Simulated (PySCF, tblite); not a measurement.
Isomers of C2H9NOSi, one GFN2-xTB conformer each. Single-point energies are computed at PBE0/pcSseg-1 (PySCF, gas phase, no added dispersion term), electronic only.

```csv
SMILES,GFN2-xTB relative energy (kcal/mol)
CN(C)[SiH2]O,0.6
CO[Si@H](C)N,13.7
CNC[SiH2]O,26.1
CCN[SiH2]O,0.0
```

Conformers: `[CH3:1][N:2]([CH3:3])[SiH2:4][OH:5]` with C1–N2–Si4–O5 -169°, N2–Si4–O5–H 53°; `[CH3:1][O:2][Si@H:3]([CH3:4])[NH2:5]` with C1–O2–Si3–C4 174°, O2–Si3–N5–H -57° and 165°; `[CH3:1][NH:2][CH2:3][SiH2:4][OH:5]` with C1–N2–C3–Si4 -176°, N2–C3–Si4–O5 44°, C3–Si4–O5–H -18°; `[CH3:1][CH2:2][NH:3][SiH2:4][OH:5]` with C1–C2–N3–Si4 -152°, C2–N3–Si4–O5 178°, N3–Si4–O5–H -52°.

**Question.** What does PBE0/pcSseg-1 give for the same structures?

**Answer.** 
```json
{"SMILES": "CO[Si@H](C)N", "PBE0/pcSseg-1 E (Eh)": "-500.76076", "PBE0/pcSseg-1 (kcal/mol)": "0.0", "GFN2-xTB (kcal/mol)": "13.7", "point group": "C1"}
{"SMILES": "CCN[SiH2]O", "PBE0/pcSseg-1 E (Eh)": "-500.75236", "PBE0/pcSseg-1 (kcal/mol)": "5.3", "GFN2-xTB (kcal/mol)": "0.0", "point group": "C1"}
{"SMILES": "CN(C)[SiH2]O", "PBE0/pcSseg-1 E (Eh)": "-500.74117", "PBE0/pcSseg-1 (kcal/mol)": "12.3", "GFN2-xTB (kcal/mol)": "0.6", "point group": "C1"}
{"SMILES": "CNC[SiH2]O", "PBE0/pcSseg-1 E (Eh)": "-500.71945", "PBE0/pcSseg-1 (kcal/mol)": "25.9", "GFN2-xTB (kcal/mol)": "26.1", "point group": "C1"}
```

GFN2-xTB puts CCN[SiH2]O lowest instead; measured from each level's own lowest isomer, the values differ by up to 13.7 kcal/mol (CO[Si@H](C)N: 13.7 against 0.0). As drawn, the highest has an O–H bond, which the lowest lacks.

**Question.** Which frontier levels, dipoles and rotational constants go with these structures?

**Answer.** 
```tsv
SMILES	HOMO (eV, PBE0/pcSseg-1)	LUMO (eV)	dipole (D)	A, B, C (MHz)
CO[Si@H](C)N	-7.20	1.19	1.82	5757, 2883, 2145
CCN[SiH2]O	-6.79	0.94	1.89	12604, 1684, 1568
CN(C)[SiH2]O	-6.40	0.97	1.78	6785, 2783, 2136
CNC[SiH2]O	-6.72	0.86	2.49	8983, 1958, 1727
```

**Question.** What happens when harmonic zero-point energies from GFN2-xTB frequencies are added?

**Answer.** 
```csv
SMILES,ZPE (kcal/mol),electronic (kcal/mol),with ZPE (kcal/mol)
CO[Si@H](C)N,70.1,0.0,0.0
CCN[SiH2]O,69.8,5.3,5.0
CN(C)[SiH2]O,69.5,12.3,11.7
CNC[SiH2]O,69.4,25.9,25.2
```

The zero-point energies span 0.7 kcal/mol. The order is unchanged.
